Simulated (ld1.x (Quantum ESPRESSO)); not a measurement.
**Cutoff test, H, PAW**

ld1.x (Quantum ESPRESSO) 7.5 input, shortened:

```
&input
   title='H', zed=1., rel=0, dft='PBE', iswitch=3,
   config='1s0.75'
 /
 &inputp
   pseudotype=3, lpaw=.true., tm=.true., lloc=-2, rcloc=0.85,
   nlcc=.false.,
   which_augfun='BESSEL', rmatch_augfun=1.00
 /
2
1S  1  0   0.75   0.00  0.95  1.15  0.0
1S  1  0   0.00   0.25  0.95  1.15  0.0
 &test
   configts(1)='1s0.75'
 /
```

The pseudo-atom Hamiltonian at the reference potential is diagonalised in spherical Bessel functions j_l(qr) that vanish at 20 bohr, with q² up to the cutoff. All-electron valence levels (Ry): 1s -0.6975.

Question: How do the lowest levels (Ry) of each channel move with the cutoff, and are there ghosts?

Answer:

```tsv
cutoff (Ry)	s #1	s #2	p #1	p #2	d #1	d #2	f #1	f #2	Σ f·Δε (mRy)
8	-0.6512	-0.0493	-0.0347	0.0422	0.0360	0.1356	0.0820	0.2153	34.7
10	-0.6670	-0.0506	-0.0348	0.0421	0.0360	0.1356	0.0820	0.2153	22.9
12	-0.6781	-0.0515	-0.0348	0.0421	0.0360	0.1356	0.0820	0.2153	14.6
15	-0.6855	-0.0521	-0.0348	0.0421	0.0360	0.1356	0.0820	0.2153	9.0
18	-0.6922	-0.0526	-0.0348	0.0421	0.0360	0.1356	0.0820	0.2153	4.0
21	-0.6946	-0.0528	-0.0348	0.0421	0.0360	0.1356	0.0820	0.2153	2.2
25	-0.6960	-0.0529	-0.0348	0.0421	0.0360	0.1356	0.0820	0.2153	1.1
30	-0.6970	-0.0529	-0.0348	0.0421	0.0360	0.1356	0.0820	0.2153	0.4
35	-0.6974	-0.0530	-0.0348	0.0421	0.0360	0.1356	0.0820	0.2153	0.1
40	-0.6975	-0.0530	-0.0348	0.0421	0.0360	0.1356	0.0820	0.2153	0.0
400	-0.6975	-0.0530	-0.0348	0.0421	0.0360	0.1356	0.0820	0.2153	0.0
```

Result: no extra level below or beside the all-electron valence levels (s, p, d, f tested); 10 mRy is reached at 15 Ry and 1 mRy at 30 Ry.
